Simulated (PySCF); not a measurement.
Ge(H)(SiH3) (GeH4Si), SMILES [SiH3][GeH] (connectivity only; charge and spin as stated), neutral, multiplicity 1. Atoms are numbered in the order given.

```xyz
6

Ge     0.0493    -0.8693     0.0000
H     -1.5441    -0.8217     0.0000
Si     0.0052     1.5903     0.0000
H     -0.7257     2.0753     1.2029
H     -0.7257     2.0753    -1.2029
H      1.3470     2.2264     0.0000
```
Charge 0, spin multiplicity 1.

Coordinates come from a TPSSh-D3(BJ)/def2-TZVP optimisation.

Calculation: TPSSh-D3(BJ)/def2-TZVP in PySCF.

Frequencies are harmonic and unscaled.

Computed vibrational spectrum:
```
mode  ν (cm⁻¹)  IR (km/mol)  Raman (Å⁴/amu)  depolarisation  moving atoms (share of kinetic energy)
----  --------  -----------  --------------  --------------  --------------------------------------
1           58          4.0             8.8            0.75                                  H 96 %
2          307          7.4            22.8            0.22                Si 60 %, Ge 27 %, H 13 %
3          366         21.0            10.2            0.75                                  H 94 %
4          381         13.9             3.0            0.47                                  H 91 %
5          665         42.3             5.0            0.63                                  H 92 %
6          863        239.4             3.2            0.29                          H 91 %, Si 9 %
7          937         61.5            15.4            0.71                                  H 97 %
8          960         36.6            16.9            0.75                                  H 97 %
9         1915        249.2           174.3            0.36                                  H 99 %
10        2196         64.2           259.4            0.03                                  H 98 %
11        2205         94.9           111.5            0.75                                  H 96 %
12        2225        118.3           130.4            0.43                                  H 96 %
```
